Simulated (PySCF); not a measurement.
The numbers are results of PBE-D3(BJ)/def2-TZVP // B3LYP-D3(BJ)/def2-TZVP in PySCF, not measurements. All species are isolated molecules in the gas phase. Delta-SCF ions had no search for a lower state. Excitations are Tamm–Dancoff values on a coarser integration grid. The basis has no diffuse functions, so Rydberg states are missing or too high.

Reference species (SMILES): `N#CC=B` (neutral, multiplicity 1).

| Property | Result |
|---|---|
| S1–T1 gap (TDA) | 0.41 eV |
| LUMO | -3.67 eV |
| vertical ionisation energy (Delta-SCF) | 9.78 eV |
| S1 excitation (TDA) | 2.82 eV |

Changed species: `B=C=C=N`.

Problem. Give the shifts of the S1–T1 gap (TDA), LUMO, vertical ionisation energy (Delta-SCF) and S1 excitation (TDA).

Solution. the S1–T1 gap (TDA) decreases by 0.05 eV, to 0.36 eV; the LUMO increases by 1.00 eV, to -2.67 eV; the vertical ionisation energy (Delta-SCF) drops by 0.46 eV, to 9.32 eV; the S1 excitation (TDA) increases by 0.62 eV, to 3.44 eV.
